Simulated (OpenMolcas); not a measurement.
An OpenMolcas run meant for Rb (ANO-RCC-VDZ, DKH3; inactive shells 1s 2s 2p 3s 3p 3d 4s 4p; intended active space 1 electron in 4 orbitals (5s 5p)). One step of its input:

```
&CASPT2
Multistate=1 1
Frozen=8 6
IPEA=-0.25
Imaginary=0.1
MaxIter=60
WThr=0.0 0.3 0.05
PrWF=0.5
NoMix
```

The run finished. Its levels beside those of a sound run (SS-CASPT2, IPEA 0.25 Eh, imaginary shift 0.1 Eh (closed shells correlated: 4s 4p)), in cm⁻¹ above each run's lowest level:

| Level | This run | Usual run |
| --- | --- | --- |
| 5s ²S_1/2 | 0.0 | 0.0 |
| 5p ²P°_1/2 | 11026 | 10951 |
| 5p ²P°_3/2 | 11165 | 11091 |

Which setting is unsound, and how much does it matter here?

The IPEA shift is negative. Against the sound run the excited levels shown move by 75 cm-1 on average and by 75 cm-1 at most.

ANO sets are built for ground and valence states and can reach diffuse excited orbitals poorly. With one active electron, CASPT2 adds the correlation within the correlated inactive shells and between them and that electron, and leaves the splitting within a term as the reference gives it. Levels of configurations outside the active space are missing.

° marks odd parity.
